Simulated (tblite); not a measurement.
A structure optimised at GFN2-xTB (Å):
```
atom  x, y, z in Å
C1     1.887    1.233   -0.118
C2     1.642   -0.042   -0.394
Cl3    2.954   -1.054   -0.916
C4     0.328   -0.685   -0.319
C5     0.044   -1.822   -0.954
C6    -0.699   -0.001    0.507
C7    -0.504    0.262    1.793
C8    -1.960    0.388   -0.196
Cl9   -1.599    1.735   -1.333
H10    2.873    1.652   -0.210
H11    1.097    1.893    0.191
H12   -0.926   -2.281   -0.881
H13    0.776   -2.334   -1.553
H14    0.410   -0.013    2.290
H15   -1.256    0.746    2.393
H16   -2.715    0.755    0.497
H17   -2.358   -0.420   -0.807
```

Charge 0, singlet.

**Question.** Which heavy atoms are bonded, and with what formal order?

**Answer.** C1–C2 1.33 Å (double); C2–Cl3 1.74 Å (single); C2–C4 1.46 Å (single); C4–C5 1.33 Å (double); C4–C6 1.48 Å (single); C6–C7 1.33 Å (double); C6–C8 1.49 Å (single); C8–Cl9 1.80 Å (single). Bonds to hydrogen (Å): C1–H10 1.08; C1–H11 1.07; C5–H12 1.08; C5–H13 1.08; C7–H14 1.08; C7–H15 1.08; C8–H16 1.09; C8–H17 1.09.

**Question.** Which species is it?

**Answer.** `C=C(Cl)C(=C)C(=C)CCl`, C7H8Cl2. Among its features: C=C double bond and C–Cl bond.

**Question.** What is the point group of this geometry?

**Answer.** C1 (no symmetry element, even within 0.4 Å).

**Question.** Classify the heavy atoms.

**Answer.** C1: terminal =CH2 carbon; C2: vinylic C–Cl carbon; Cl3: vinyl chlorine; C4: fully substituted alkene carbon; C5: terminal =CH2 carbon; C6: fully substituted alkene carbon; C7: terminal =CH2 carbon; C8: sp3 C–Cl carbon; Cl9: alkyl chlorine.

**Question.** What is the arrangement about C8?

**Answer.** It has 4 neighbours (C6, Cl9, H16, H17) and is distorted tetrahedral (angles from 105.9° to 112.3°).

**Question.** What is the arrangement about C4?

**Answer.** It has 3 neighbours (C2, C5, C6) and is planar (angles 122.7°, 120.7° and 116.5°, sum 360.0°, 0.00 Å off the plane of its three neighbours).

The numbers are calculated, not measured.
